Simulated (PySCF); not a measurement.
Electronic structure of Cu+ (copper, charge +1) at the TPSS level

Configuration: [Ar] 3d10, closed-shell 1S. Computed with PySCF 2.14 in aug-cc-pVDZ-PP with ECP10MDF (5s5p4d2f, 54 functions), with scalar relativity through the core potential.

```
Total energy                : -196.9234 hartree
One-electron energy         : -349.0940 hartree
Hartree (Coulomb) energy    : 170.9200 hartree
Exchange-correlation energy : -18.7495 hartree
⟨S²⟩                        : 0.0000
⟨L²⟩                        : 0.000
Sum of ⟨r⟩                  : 16.10 bohr
Sum of ⟨r²⟩                 : 19.25 bohr²
Time after the integrals    : 1.5 s of wall time on 1 thread of Neoverse-N1 (shared host)
```

| shell | electrons | mean orbital energy (eV) | rms radius, mean of both spins (bohr) |
| --- | --- | --- | --- |
| 3s | 2 | -124.46 | 0.770 |
| 3p | 6 | -81.166 | 0.821 |
| 3d | 10 | -13.439 | 1.18 |

Energies and moments cover only the electrons outside the core potential.
